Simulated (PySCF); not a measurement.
## BeF: frontier orbitals

PBE0 at R = 1.370 Å; PySCF, no relativity, basis sets Be pcseg-2, F pcseg-2. State: ²Σ⁺ (doublet), unpaired electrons σ ↑. Only the outer orbitals are listed, counted within each symmetry.

| spin | orbital | occ. | ε (eV) | on Be (%) | main shells (%) |
| --- | --- | --- | --- | --- | --- |
| α | 3σ | 1 | -32.46 | 9 | 91 F s |
| α | 4σ | 1 | -13.30 | 13 | 83 F p |
| α | 1π | 1 | -11.94 | 7 | 93 F p |
| α | 1π | 1 | -11.94 | 7 | 93 F p |
| α | 5σ | 1 | -6.45 | 101 | 79 Be s, 22 Be p |
| α | 2π | 0 | -0.60 | 100 | 99 Be p |
| α | 2π | 0 | -0.60 | 100 | 99 Be p |
| α | 6σ | 0 | 1.10 | 104 | 74 Be s, 30 Be p |
| β | 3σ | 1 | -32.45 | 9 | 91 F s |
| β | 4σ | 1 | -13.22 | 13 | 84 F p |
| β | 1π | 1 | -11.96 | 6 | 94 F p |
| β | 1π | 1 | -11.96 | 6 | 94 F p |
| β | 5σ | 0 | -2.10 | 101 | 90 Be s, 11 Be p |
| β | 2π | 0 | 0.68 | 100 | 100 Be p |
| β | 2π | 0 | 0.68 | 100 | 100 Be p |

Question: Which are the highest filled and the lowest empty level, where do they sit, and how wide is the gap?

Answer: Highest filled α 5σ at -6.45 eV (in %: 79 Be s, 22 Be p); lowest empty β 5σ at -2.10 eV (in %: 90 Be s, 11 Be p); the gap at PBE0 is 4.35 eV.

* bond order (Mayer): 1.07
* ⟨S²⟩: 0.751
* charge on Be (Mulliken, basis-dependent): 0.30
* charge on Be (Löwdin, basis-dependent): 0.23
* dipole moment (positive dipole means Be(−)F(+)): -1.21 D
* polarisability along the bond: 19.1 bohr³
* polarisability across the bond: 27.9 bohr³

Shares are Mulliken populations and can fall outside 0 to 100 %.

The state was picked by a PBE0 search and need not be the measured ground state.
